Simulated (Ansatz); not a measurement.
`ClC1(Br)C[SiH2]1`, relaxed with RKS PBE-D4/def2-SVP in Ansatz 0.2.0 from a rough embedded geometry. The force threshold is 0.03 eV/Å; the program also tests the step.

Charge 0, multiplicity 1.

Start:

```xyz
9

Cl    0.297   -2.437    0.087
C    -0.488   -0.786    0.065
Br   -2.409   -0.796    0.337
C     0.101    0.193   -0.945
Si    0.410    0.542    0.940
H    -0.583    0.967   -1.344
H     0.973   -0.031   -1.474
H    -0.241    1.828    1.232
H     1.940    0.521    1.101
```

(1) How much energy does the relaxation release, and in how many steps? (An estimate is asked.)

(2) Which bonds change most? (An estimate is asked.)

(3) Give the relaxed structure. (An estimate is asked.)

Results:

(1) The calculation gave: 11.57 kcal/mol, in 5 steps.

(2) The calculation gave: C2–Si5 from 1.826 to 1.889 Å; C4–H7 from 1.044 to 1.104 Å; C4–Si5 from 1.941 to 1.892 Å; Cl1–C2 from 1.828 to 1.781 Å.

(3) Computed: 
```xyz
9

Cl    0.310   -2.357    0.073
C    -0.438   -0.741    0.095
Br   -2.381   -0.797    0.282
C     0.093    0.239   -0.956
Si    0.527    0.711    0.824
H    -0.669    0.834   -1.489
H     0.875   -0.162   -1.624
H    -0.229    1.821    1.475
H     1.911    0.453    1.320
```
